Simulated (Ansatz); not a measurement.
This geometry of ClF4HTi (7 atoms, charge 0, multiplicity 1) is a first-order saddle point.

The calculation used RKS PBE0/def2-SVP in Ansatz 0.2.0.

```xyz
7
Properties=species:S:1:pos:R:3
Ti -0.248 0.000 -0.012
F -0.041 -0.047 1.943
F 1.468 0.036 -0.106
F -0.652 1.380 -0.945
F -0.623 -1.432 -0.873
Cl -2.490 0.071 1.193
H -1.201 -0.007 2.018
```

(1) Which two structures does it join? (They come from a converged band through this point; their orientation in space is the band's.)

(2) How far does it lie above each of them?

## Answers

(1) Bonds broken: Cl6–H7. Bonds formed: Ti1–Cl6, F2–H7.

First end point:

```xyz
7
Properties=species:S:1:pos:R:3
Ti 0.149 0.000 -0.059
F 0.207 0.000 1.685
F 1.793 0.000 -0.575
F -0.549 1.437 -0.712
F -0.549 -1.437 -0.712
Cl -2.807 0.000 1.280
H -2.032 0.000 2.310
```

Last end point:

```xyz
7
Properties=species:S:1:pos:R:3
Ti -0.411 0.172 -0.150
F -0.239 -0.876 1.968
F 1.144 0.732 0.331
F -0.640 0.988 -1.642
F -0.465 -1.481 -0.632
Cl -2.170 0.943 1.014
H -1.006 -0.477 2.330
```

(2) 0.55 eV above the first and 0.43 eV above the second. This is the barrier of this one path; another mechanism may lie lower. The orbitals stay closed-shell, which can raise the energy where a bond breaks towards radicals; this wasn't checked here.

Time of the run: 5.4 min on 4 threads of Arm Neoverse V1, with other jobs on the host, peak memory 0.29 GiB.
